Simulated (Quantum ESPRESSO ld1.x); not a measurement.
Question: Bi III, 81 electrons, occupied as [Xe] 4f14 5d10 6s1.5 6p1 7s0.5 (fractional occupations, a model configuration). Calculated with ld1.x of Quantum ESPRESSO 7.5: Dirac Kohn-Sham, LDA (Slater exchange, VWN5 correlation), spin-unpolarised, spherical densities, point nucleus; open shells are shared between the two j in proportion to 2j + 1. Some entries of the table are withheld. Estimate them.

| orbital | occ. | eigenvalue (eV) | <r> (bohr) |
|---|---|---|---|
| 1s1/2 | 2 | -90472.8 | 0.01579 |
| 2s1/2 | 2 | (1) | 0.06579 |
| 2p1/2 | 2 | -15624.9 | 0.05390 |
| 2p3/2 | 4 | -13307.1 | 0.06294 |
| 3s1/2 | 2 | -3939.40 | 0.1711 |
| 3p1/2 | 2 | (2) | 0.1616 |
| 3p3/2 | 4 | (3) | 0.1781 |
| 3d3/2 | 4 | -2662.91 | 0.1545 |
| 3d5/2 | 6 | -2552.85 | 0.1595 |
| 4s1/2 | 2 | (4) | 0.3771 |
| 4p1/2 | 2 | -794.565 | 0.3779 |
| 4p3/2 | 4 | -666.434 | 0.4128 |
| 4d3/2 | 4 | -463.557 | 0.4163 |
| 4d5/2 | 6 | -439.645 | 0.4274 |
| 5s1/2 | 2 | -178.028 | 0.8306 |
| 4f5/2 | 6 | (5) | 0.4381 |
| 4f7/2 | 8 | (6) | 0.4442 |
| 5p1/2 | 2 | -134.662 | 0.8839 |
| 5p3/2 | 4 | -109.732 | 0.9739 |
| 5d3/2 | 4 | -49.2071 | 1.199 |
| 5d5/2 | 6 | -46.1401 | 1.240 |
| 6s1/2 | 1.5 | -33.1785 | 2.040 |
| 6p1/2 | 0.333333 | -23.4265 | 2.379 |
| 6p3/2 | 0.666667 | -20.4842 | 2.631 |
| 7s1/2 | 0.5 | -11.2327 | (7) |
| 6d3/2 | 0 | -10.2903 | 3.954 |
| 6d5/2 | 0 | -10.0567 | 4.048 |
| 7p1/2 | 0 | -8.7009 | (8) |
| 7p3/2 | 0 | -8.0163 | (9) |

Answer: 
(1) 2s1/2 eigenvalue (eV): -16259.0
(2) 3p1/2 eigenvalue (eV): -3652.60
(3) 3p3/2 eigenvalue (eV): -3133.74
(4) 4s1/2 eigenvalue (eV): -919.175
(5) 4f5/2 eigenvalue (eV): -176.047
(6) 4f7/2 eigenvalue (eV): -170.551
(7) 7s1/2 <r> (bohr): 4.623
(8) 7p1/2 <r> (bohr): 5.374
(9) 7p3/2 <r> (bohr): 5.740
